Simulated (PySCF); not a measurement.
Substituent chemical shifts

Parent skeleton `[CH3:1][O:2][SiH2:3][CH:4]=[CH:5][SiH2:6][Cl:7]`; one hydrogen on atom 5 is replaced by X. Hydrogens on one atom are averaged.

- geometry: GFN2-xTB
- NMR shieldings at PBE0/pcSseg-1/GIAO
- code: PySCF
- single conformer, no relativistic terms, gas phase, fast rotation and ring inversion assumed for equivalent nuclei

Scale: $^{13}$C (186.93 ppm) and $^{29}$Si (349.16 ppm) and $^{1}$H (31.72 ppm) against TMS; $^{17}$O (336.08 ppm) vs H2O; HCl for $^{35}$Cl (949.78 ppm) (reference shieldings calculated alike).

Parent (X = H): C1 51.3, O2 -4.7, Si3 -25.1, C4 152.0, C5 162.6, Si6 -37.4, Cl7 -23.6, H(C1) 3.76, H(Si3) 5.18 ppm. Effects are Δδ = δ(X) − δ(H), positive for deshielding.

Task: Order these by the shift of Si3, most shielded first.
A. X = OCH3
B. X = CHO
C. X = OSiH3

Result: B (-5.1 ppm), C (-1.0 ppm), A (+0.7 ppm).

Experimental scales use liquid or dissolved standards, which lie at an offset from isolated H2O (liquid H2O: subtract about 36 ppm).
